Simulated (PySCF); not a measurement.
Ge(Br)(OMe) (CH₃BrGeO), SMILES C[O][Ge][Br] (connectivity only; charge and spin as stated), neutral, multiplicity 1. Atoms are numbered in the order given.

```xyz
7

Ge     0.9548     0.5938     0.0000
Br    -0.3249    -1.4161     0.0000
O     -0.3185     1.8166     0.0000
C     -1.7204     1.7791     0.0000
H     -2.1086     0.7468     0.0000
H     -2.1015     2.3027    -0.8920
H     -2.1015     2.3027     0.8920
```

Geometry optimised at PBE0-D3(BJ)/def2-SVP. The structure was generated by enumeration; whether it is a known compound was not checked. The values are those of a single conformer.

The numbers are results of PySCF with TDA-PBE0/def2-SVPD, not measurements.

Vertical excitations.  State labels are in the subgroup Cs.

Q: Give excitation energies, oscillator strengths and character. (An estimate is asked for; the answer gives what the named calculation found.)

A: 
```csv
state,symmetry,energy (eV),λ (nm),f,main pairs
S1,A",4.37,284,0.022,HOMO→LUMO 88 %
S2,A",4.79,259,0.014,HOMO−2→LUMO 84 %
S3,A',5.05,246,0.034,HOMO−1→LUMO 91 %
S4,A",5.09,243,0.007,HOMO−3→LUMO 93 %
S5,A',5.86,211,0.053,HOMO−4→LUMO 86 %
S6,A',6.54,189,0.100,"HOMO−2→LUMO+1 46 %, HOMO→LUMO+1 46 %"
S7,A",6.65,186,0.013,HOMO−1→LUMO+1 98 %
S8,A',7.08,175,0.268,"HOMO→LUMO+2 55 %, HOMO−2→LUMO+1 16 %, HOMO→LUMO+1 11 %"
S9,A',7.25,171,0.286,"HOMO→LUMO+2 31 %, HOMO−2→LUMO+1 31 %, HOMO→LUMO+1 17 %, HOMO−2→LUMO+2 10 %"
S10,A",7.36,168,0.000,HOMO−4→LUMO+1 91 %
T1,A",3.15,394,0,HOMO→LUMO 90 %
T2,A',4.25,291,0,HOMO−1→LUMO 93 %
T3,A",4.51,275,0,HOMO−2→LUMO 92 %
T4,A',4.71,263,0,HOMO−4→LUMO 92 %
```
Triplets are in the Tamm–Dancoff approximation.
